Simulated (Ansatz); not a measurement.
System: sum formula SiNHBr3 (charge 0, doublet). It need not be the lowest isomer of its formula. 
Coordinates optimised at B3LYP-D3(BJ)/def2-TZVP (Ansatz, a first-principles code):
```xyz
6

Si     0.4609     0.0517    -0.1367
Br     0.4013    -0.6711     1.9596
Br    -0.4967    -1.4143    -1.4719
Br    -0.5898     1.9990    -0.3211
N      2.1352     0.1865    -0.5441
H      2.5834     0.9968    -0.1070
```
Charge 0, spin multiplicity 2.

Basis-set convergence of Hartree-Fock and MP2 correlation energies (hartree) with Ansatz. Valence correlation only, unless marked. Open shells are spin-unrestricted. No spin-orbit coupling. The frozen core is the preceding noble-gas configuration, with the filled d and f shells of earlier blocks. Non-relativistic.

```csv
basis,functions,E(HF),"E(corr, MP2)"
def2-SVP,133,-8060.25265,-0.57481
def2-TZVPP,231,?,?
```

Q: Fill in the missing entries.

A: 
- def2-TZVPP, E(HF): -8061.37980
- def2-TZVPP, E(corr, MP2): -0.75893
